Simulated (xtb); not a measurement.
xtb input (GFN2-xTB):

```bash
xtb mol.xyz --gfn 2 --ohess tight --chrg 1 --uhf 0
```
mol.xyz:
```
19

C     -2.63014281    -0.55083160    -0.33176983
C     -1.47915645     0.08460991     0.33884331
C     -0.15294042    -0.11897824    -0.49150517
C      1.05472661     0.56149988     0.17343883
C      2.27144194     0.42969462    -0.64746805
O      1.29200832    -0.07207809     1.47630018
H     -2.46223183    -1.64870017    -0.46345914
H     -3.53912270    -0.44310040     0.25242697
H     -2.80234152    -0.13534584    -1.32305197
H     -1.32790462    -0.42751033     1.36829440
H     -1.69377690     1.15138612     0.51658505
H     -0.36315200     0.31602943    -1.46316887
H     -0.01106787    -1.15701638    -0.55579184
H      0.80263896     1.63709627     0.42743797
H      3.13776566     0.90320307    -0.18296242
H      2.14619484     0.91029119    -1.61725024
H      2.50935639    -0.61058168    -0.80206701
H      2.00557163     0.37312712     1.84966695
H      1.23590589    -1.07144020     1.51681635
```

Output:

```
           -------------------------------------------------
          |                Calculation Setup                |
           -------------------------------------------------

           -------------------------------------------------
          |                 G F N 2 - x T B                 |
           -------------------------------------------------

        Reference                      10.1021/acs.jctc.8b01176
      * Hamiltonian:
        H0-scaling (s, p, d)           1.850000    2.230000    2.230000
        zeta-weighting                 0.500000
      * Dispersion:
        s8                             2.700000
        a1                             0.520000
        a2                             5.000000
        s9                             5.000000
      * Repulsion:
        kExp                           1.500000    1.000000
        rExp                           1.000000
      * Coulomb:
        alpha                          2.000000
        third order                    shell-resolved
        anisotropic                    true
        a3                             3.000000
        a5                             4.000000
        cn-shift                       1.200000
        cn-exp                         4.000000
        max-rad                        5.000000

          ...................................................
          :                      SETUP                      :
          :.................................................:
          :  # basis functions                  37          :
          :  # atomic orbitals                  37          :
          :  # shells                           25          :
          :  # electrons                        38          :
          :  max. iterations                   250          :
          :  Hamiltonian                  GFN2-xTB          :
          :  restarted?                      false          :
          :  GBSA solvation                  false          :
          :  PC potential                    false          :
          :  electronic temp.          300.0000000     K    :
          :  accuracy                    1.0000000          :
          :  -> integral cutoff          0.2500000E+02      :
          :  -> integral neglect         0.1000000E-07      :
          :  -> SCF convergence          0.1000000E-05 Eh   :
          :  -> wf. convergence          0.1000000E-03 e    :
          :  Broyden damping             0.4000000          :
          :  net charge                          1          :
          :  unpaired electrons                  0          :
          ...................................................

 iter      E             dE          RMSdq      gap      omega  full diag
   1    -21.1612968 -0.211613E+02  0.299E+00   10.49       0.0  T
   2    -21.1992248 -0.379279E-01  0.196E+00    8.50       1.0  T
   3    -21.2025128 -0.328802E-02  0.874E-01    7.57       1.0  T
   4    -21.2034523 -0.939440E-03  0.213E-01    6.91       1.0  T
   5    -21.2036138 -0.161595E-03  0.783E-02    7.04       1.0  T
   6    -21.2036167 -0.287097E-05  0.209E-02    7.09       1.1  T
[...]
eigval :       72.84   104.69   163.28   178.90   220.77   236.96
eigval :      310.40   364.05   445.77   455.93   706.84   782.33
eigval :      866.17   876.47   904.57   919.02   968.01   993.81
eigval :     1045.86  1092.14  1121.64  1143.38  1173.16  1222.52
eigval :     1240.66  1250.68  1274.23  1313.44  1354.38  1367.88
eigval :     1417.30  1425.20  1458.85  1465.92  1477.53  1490.86
eigval :     1495.81  1496.84  2962.29  2979.48  2991.80  3004.87
eigval :     3015.41  3037.43  3045.56  3046.51  3056.14  3069.13
eigval :     3075.06  3236.89  3270.40
 reduced masses (amu)
   1: 10.85   2: 10.18   3: 10.16   4:  9.96   5: 10.34   6: 11.20   7:  7.12   8:  7.96
   9:  5.53  10:  4.83  11:  2.00  12:  2.14  13:  9.73  14:  9.00  15:  8.49  16:  8.38
  17: 11.18  18:  2.44  19:  2.78  20:  4.26  21:  5.35  22:  3.97  23:  5.99  24:  4.11
  25:  5.64  26:  8.25  27:  7.32  28:  7.29  29:  6.64  30:  3.95  31:  2.95  32:  4.01
  33:  2.21  34:  4.79  35:  4.84  36:  2.62  37:  3.07  38:  3.08  39:  1.72  40:  1.84
  41:  1.51  42:  1.62  43:  1.54  44:  1.84  45:  1.78  46:  1.82  47:  1.79  48:  1.64
  49:  1.71  50:  1.70  51:  1.81  52:  1.85  53:  1.74  54:  1.65  55:  1.63  56:  1.86
  57:  1.81
 IR intensities (km·mol⁻¹)
   1: 13.42   2:  5.63   3:  3.48   4:  2.92   5:  6.24   6: 18.34   7:  4.51   8:  5.48
   9: 42.88  10: 49.62  11:  1.55  12:  0.19  13:  6.90  14:  3.50  15:  3.90  16:  8.15
  17: 63.81  18: 20.60  19: 40.72  20:221.36  21: 71.84  22:  6.74  23: 23.10  24: 13.13
  25: 24.82  26:  5.66  27:  4.15  28: 44.23  29:  8.54  30:  9.70  31: 17.84  32:  0.03
  33:  2.69  34:  8.83  35: 25.37  36:154.93  37: 25.83  38:  5.55  39: 12.25  40:  4.96
  41: 26.19  42:  3.21  43:  9.40  44:  4.35  45: 12.66  46: 32.66  47:  1.49  48: 19.53
  49:  4.04  50:  8.23  51: 17.95  52: 24.98  53: 22.64  54: 11.98  55:  0.80  56:115.33
  57:117.68
 Raman intensities (Ä⁴*amu⁻¹)
   1:  0.00   2:  0.00   3:  0.00   4:  0.00   5:  0.00   6:  0.00   7:  0.00   8:  0.00
   9:  0.00  10:  0.00  11:  0.00  12:  0.00  13:  0.00  14:  0.00  15:  0.00  16:  0.00
  17:  0.00  18:  0.00  19:  0.00  20:  0.00  21:  0.00  22:  0.00  23:  0.00  24:  0.00
  25:  0.00  26:  0.00  27:  0.00  28:  0.00  29:  0.00  30:  0.00  31:  0.00  32:  0.00
  33:  0.00  34:  0.00  35:  0.00  36:  0.00  37:  0.00  38:  0.00  39:  0.00  40:  0.00
  41:  0.00  42:  0.00  43:  0.00  44:  0.00  45:  0.00  46:  0.00  47:  0.00  48:  0.00
  49:  0.00  50:  0.00  51:  0.00  52:  0.00  53:  0.00  54:  0.00  55:  0.00  56:  0.00
Molecule has no symmetry elements
It seems to be the C1 point group
  57:  0.00
 output can be read by thermo (or use thermo option).
 writing <g98.out> molden fake output.
 recommended (thermochemical) frequency scaling factor: 1.0
           -------------------------------------------------
          |             Thermodynamic Functions             |
           -------------------------------------------------

c1  symmetry found (for desy threshold:  0.10E+00) used in thermo

          ...................................................
          :                      SETUP                      :
          :.................................................:
          :  # frequencies                          51      :
          :  # imaginary freq.                       0      :
          :  linear?                             false      :
          :  only rotor calc.                    false      :
          :  symmetry                               c1      :
          :  rotational number                       1      :
          :  scaling factor                  1.0000000      :
          :  rotor cutoff                   50.0000000 cm⁻¹ :
          :  imag. cutoff                  -20.0000000 cm⁻¹ :
          :.................................................:

    mode    ω/cm⁻¹     T·S(HO)/kcal·mol⁻¹    T·S(FR)/kcal·mol⁻¹   T·S(vib)
   ------------------------------------------------------------------------
       1     72.84    -1.21498 ( 81.83%)    -0.94479 ( 18.17%)    -1.16589
       2    104.69    -1.00328 ( 95.05%)    -0.83743 (  4.95%)    -0.99508
       3    163.28    -0.74879 ( 99.13%)    -0.70584 (  0.87%)    -0.74842
       4    178.90    -0.69762 ( 99.39%)    -0.67878 (  0.61%)    -0.69751
       5    220.77    -0.58221 ( 99.74%)    -0.61650 (  0.26%)    -0.58230
       6    236.96    -0.54429 ( 99.80%)    -0.59554 (  0.20%)    -0.54439
   ------------------------------------------------------------------------

   temp. (K)  partition function   enthalpy   heat capacity  entropy
                                   cal/mol     cal/K/mol   cal/K/mol   J/K/mol
 298.15  VIB   142.                 3631.692     24.397     21.844
         ROT  0.207E+06              888.752      2.981     27.310
         INT  0.296E+08             4520.445     27.378     49.154
         TR   0.814E+27             1481.254      4.968     39.358
         TOT                        6001.6985    32.3465    88.5120   370.3341

       T/K    H(0)-H(T)+PV         H(T)/Eh          T*S/Eh         G(T)/Eh
   ------------------------------------------------------------------------
    298.15    0.956432E-02    0.181999E+00    0.420549E-01    0.139944E+00
   ------------------------------------------------------------------------

         :::::::::::::::::::::::::::::::::::::::::::::::::::::
         ::                  THERMODYNAMIC                  ::
         :::::::::::::::::::::::::::::::::::::::::::::::::::::
         :: total free energy         -20.801026910961 Eh   ::
         ::.................................................::
         :: total energy              -20.940971010727 Eh   ::
         :: zero point energy           0.172434683119 Eh   ::
         :: G(RRHO) w/o ZPVE           -0.032490583353 Eh   ::
         :: G(RRHO) contrib.            0.139944099766 Eh   ::
         :::::::::::::::::::::::::::::::::::::::::::::::::::::

optimized geometry written to: xtbopt.xyz

           -------------------------------------------------
          | TOTAL ENERGY              -20.940971010727 Eh   |
          | TOTAL ENTHALPY            -20.758972012176 Eh   |
          | TOTAL FREE ENERGY         -20.801026910961 Eh   |
          | GRADIENT NORM               0.000456790398 Eh/α |
          | HOMO-LUMO GAP               6.867517142456 eV   |
           -------------------------------------------------

------------------------------------------------------------------------
------------------------------------------------------------------------
 total:
Note: The following floating-point exceptions are signalling: IEEE_UNDERFLOW_FLAG IEEE_DENORMAL
normal termination of xtb
 SCF:
 ANC optimizer:
 analytical hessian:
```

It need not be the lowest isomer of its formula.
